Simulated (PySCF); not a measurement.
Members of the series CXY, Y = H; each row names its spin state. Isolated molecules, 0 K electronic values unless said otherwise. One relaxed conformer stands for each flexible species; it need not be the lowest. Strings in code marks are SMILES.

Quantity: adiabatic spin-state energy, in kcal/mol.

Case: `[CH]N`: multiplicity 3 minus multiplicity 1. The other species in the difference include `N[CH]` (neutral, multiplicity 1). Geometry of `[CH]N` (neutral, multiplicity 3, Å):

```xyz
5

C      0.7921    -0.1914     0.3112
N     -0.4670     0.0949    -0.1247
H      1.6994    -0.1189    -0.2886
H     -0.9157     0.9006     0.2928
H     -1.1088    -0.6852    -0.1908
```

Problem. What adiabatic spin-state energy does M06-2X/6-31G* // PBE0-D3(BJ)/def2-TZVP (PySCF) give?

Solution. 32.7 kcal/mol.
